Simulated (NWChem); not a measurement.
System: C₃H₂F₄; SMILES FC1(F)[C@@H](F)[C@@H]1F

The following NWChem deck was run.

```
start job
memory heap 200 mb stack 900 mb global 1100 mb
geometry units angstroms noautosym nocenter noautoz
  F      1.774871     0.202038    -1.064855
  C      0.538081     0.530838    -0.655860
  C     -0.538081    -0.530838    -0.655860
  F     -1.774871    -0.202038    -1.064855
  C      0.000000     0.000000     0.630641
  F      0.749484    -0.806932     1.375437
  F     -0.749484     0.806932     1.375437
  H      0.214577     1.544379    -0.923376
  H     -0.214577    -1.544379    -0.923376
end
basis spherical
  * library def2-svp
end
dft
  xc b3lyp
  iterations 150
  mulliken
end
task dft energy
esp
  recalculate
  probe 0.07
  range 0.3
  factor 1.0
  spacing 0.02
end
task esp
```

Structure relaxed at the PBE0/def2-SVP level. B3LYP is NWChem's, with the RPA form of VWN correlation.

Atomic charges in e: unrestrained fits to the electrostatic potential beside Mulliken populations; buried atoms are poorly determined by the fit.

Atoms are numbered as in the input.

**Question.** Give the results of this calculation. (B3LYP/def2-SVP.) Quantities: ESP F1; Mulliken F1; ESP C2; Mulliken C2; ESP C3; Mulliken C3; ESP F4; Mulliken F4; ESP C5; Mulliken C5; relative RMS misfit of the potential (%).

**Answer.** 
- ESP F1 = -0.21
- Mulliken F1 = -0.20
- ESP C2 = 0.12
- Mulliken C2 = 0.13
- ESP C3 = 0.12
- Mulliken C3 = 0.13
- ESP F4 = -0.21
- Mulliken F4 = -0.20
- ESP C5 = 0.45
- Mulliken C5 = 0.35
- relative RMS misfit of the potential (%) = 26
